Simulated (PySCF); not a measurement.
SMILES [SiH2]([Si](C)(C)C)N (C3H13NSi2), GFN2-xTB optimised geometry.

```
19

C      1.57     0.27     0.00
Si    -0.34     0.27     0.00
C     -0.90    -0.48     1.67
C     -0.90     2.10     0.00
Si    -1.21    -0.85    -1.83
N     -1.49    -2.48    -1.33
H      1.97    -0.74     0.03
H      1.96     0.75    -0.90
H      1.98     0.81     0.86
H     -0.50     0.07     2.52
H     -1.99    -0.47     1.76
H     -0.57    -1.51     1.76
H     -0.57     2.61    -0.91
H     -0.48     2.65     0.84
H     -1.98     2.19     0.05
H     -0.30    -1.02    -2.98
H     -2.42    -0.20    -2.39
H     -1.79    -3.16    -2.01
H     -1.97    -2.65    -0.46
```

Density from PySCF with CAM-B3LYP/def2-SVP at that geometry.

Minimum of the electron density along straight lines between bonded atoms, close to the bond critical point (lines longer than 1.1 times the sum of covalent radii, or with two minima, are not listed):

| bond | length / Å | ρ at the minimum / e bohr⁻³ | ∇²ρ there / e bohr⁻⁵ | position (fraction from the first atom) |
|---|---|---|---|---|
| C1–Si2 | 1.912 | 0.109 | 0.31 | 0.62 |
| Si2–C3 | 1.917 | 0.108 | 0.30 | 0.38 |
| Si2–C4 | 1.913 | 0.109 | 0.31 | 0.38 |
| Si5–N6 | 1.728 | 0.121 | ? | 0.40 |
| C1–H7 | 1.086 | 0.272 | -0.98 | 0.63 |
| C1–H8 | 1.086 | 0.272 | -0.98 | 0.63 |
| C1–H9 | 1.087 | 0.271 | -0.97 | 0.63 |
| C3–H10 | 1.087 | 0.271 | -0.98 | 0.63 |
| C3–H11 | 1.087 | 0.271 | -0.97 | 0.62 |
| C3–H12 | 1.086 | 0.272 | -0.98 | 0.63 |
| C4–H13 | 1.086 | 0.272 | -0.98 | 0.63 |
| C4–H14 | 1.086 | 0.272 | -0.98 | 0.63 |
| C4–H15 | 1.086 | 0.272 | -0.98 | 0.63 |
| Si5–H16 | 1.469 | 0.116 | 0.33 | 0.49 |
| Si5–H17 | 1.481 | 0.114 | 0.31 | 0.49 |
| N6–H18 | 1.007 | 0.330 | -1.52 | 0.77 |
| N6–H19 | 1.007 | 0.331 | -1.52 | 0.76 |

### Question
Some entries are withheld; supply them.

### Answer

- Si5–N6, ∇²ρ there / e bohr⁻⁵: 0.73
